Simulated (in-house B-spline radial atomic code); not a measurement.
Ionising Mn8+ with different functionals

Computed with an all-electron radial atomic-structure program (B-spline basis): scalar-relativistic (spin-free X2C) Hamiltonian, Fermi nucleus of rms radius 3.7057 fm, spin-polarised at highest spin, spherical fractional occupations for the functionals, and exact exchange of hybrids averaged over the configuration. The ionisation energy is the difference of two self-consistent energies, [Ne] 3s2 3p5 → [Ne] 3s2 3p4, without Breit or QED terms; ε is the level of the shell that loses the electron (its least bound occupied spin orbital).

| method | rung | ΔSCF (eV) | -ε(3p) (eV) |
| --- | --- | --- | --- |
| PBE0 | global hybrid | 221.90 | 212.29 |
| B3LYP | global hybrid | 221.97 | 211.62 |
| TPSSh | global hybrid | 222.03 | 210.39 |
| BHandHLYP | global hybrid | 221.66 | 215.54 |
| r2SCAN0 | global hybrid | 222.00 | 212.65 |
| B97-1 | global hybrid | 221.96 | 211.76 |
| HSE06 | range-separated hybrid | 221.88 | 211.84 |
| wB97X | range-separated hybrid | 221.90 | 214.70 |
| CAM-B3LYP | range-separated hybrid | 221.88 | 213.62 |
| LC-wPBE | range-separated hybrid | 222.05 | 214.62 |

Q: Among the functionals, which spreads more, the ΔSCF values or the orbital energies?

A: The orbital energies: ΔSCF values span about 0.40 eV and the orbital energies 5.14 eV; here energy differences depend much less on the functional than eigenvalues do.

Q: How do they compare with the NIST value?

A: NIST lists 221.9 eV ± 0.17 (semi-empirical, ground level to ground level). Errors run from -0.23 to +0.16 eV; all lie within about twice that uncertainty, so the table can't rank the methods.
